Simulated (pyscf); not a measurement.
Optimised with ωB97X-D3(BJ)/def2-SVP in PySCF. MP2 and CC: frozen core, UHF for open shells. ΔMP2 is the change of the MP2 total energy from the triple- to the quadruple-zeta basis.

### Question
What is the homolytic dissociation enthalpy (298 K, CCSD(T)/def2-TZVPP + ΔMP2(QZVPP)) of the B–N bond of H₂B–N=NH, to BH₂• + •N=NH?

### Answer
B–N to BH₂• + •N=NH: 3.75 eV. The radicals are drawn with the spin at the cut bond; how far it spreads was not checked. H₂B–N=NH lies 2.62 eV over its isomer HN=B–NH₂, and others may lie lower still (electronic energy, ωB97M-D3(BJ)). The CCSD(T) − MP2 part came from Ansatz, without density fitting, on the same reference. A UHF reference is spin-contaminated (<S²> up to 0.87), which harms MP2 most.
